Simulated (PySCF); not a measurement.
Computed IR spectrum (relative IR intensity) of a molecule C₃H₃BFNO. Coordinates come from a PBE-D3(BJ)/def2-SVP optimisation. One conformer was computed; it need not be the lowest. Computed with PBE-D3(BJ)/def2-SVP (PySCF). Harmonic, unscaled wavenumbers; measured fundamentals usually lie a few per cent lower.

ν (cm⁻¹): 606 (vw), 850 (vw), 921 (w), 995 (w), 1140 (w), 1149 (m), 1246 (w), 1326 (m), 1426 (w), 1520 (vs), 2289 (w), 3009 (w) (against the strongest line: vs over 80 %, s over 45 %, m over 15 %, w over 4 %, vw less)

Question: Pick the molecule that these values belong to.
A) OB1N=CC=C1F
B) N#C[C@@H]1COB1F
C) C=C=C1NB(F)O1
D) N#C/C=C/B(O)F

Answer: B, N#C[C@@H]1COB1F
